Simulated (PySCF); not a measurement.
## Diatomics with 66 electrons

CCSD(T) in PySCF with x2c-TZVPPall on every atom, spin-free X2C, for the lowest determinant that a PBE0 search found; no spin–orbit coupling. All have 66 electrons, 10 of them in the valence shells, and the same state, a singlet (closed shell). For ions De leads to the atom and ion picked by measured ionisation energies and electron affinities.

```json
{"species": "As2", "difference of nuclear charges": "0", "Re (Å)": "2.115", "ωe (cm⁻¹)": "432", "k (mdyn/Å)": "4.12", "De (eV)": "3.62", "dissociates to": "As + As"}
{"species": "GeSe", "difference of nuclear charges": "2", "Re (Å)": "2.147", "ωe (cm⁻¹)": "405", "k (mdyn/Å)": "3.71", "De (eV)": "5.04", "dissociates to": "Ge + Se"}
{"species": "SnS", "difference of nuclear charges": "34", "Re (Å)": "2.221", "ωe (cm⁻¹)": "487", "k (mdyn/Å)": "3.53", "De (eV)": "4.83", "dissociates to": "Sn + S"}
{"species": "SbP", "difference of nuclear charges": "36", "Re (Å)": "2.217", "ωe (cm⁻¹)": "502", "k (mdyn/Å)": "3.66", "De (eV)": "3.30", "dissociates to": "Sb + P"}
```

Problem. Which member of the whole set has the stiffest bond, and how does it compare with the softest?

Solution. As2 with k = 4.12 mdyn/Å, 1.2 times that of SnS.

Correlated steps freeze the inner cores (18 to 23 orbitals); shallow outer-core shells are correlated. Spin–orbit coupling is left out, which matters for elements this heavy, above all for dissociation energies. Where the molecule has an RHF reference, its open-shell atoms are computed with UHF. The CCSD T1 diagnostic is raised in SnS, a sign that a single reference may not be enough there.
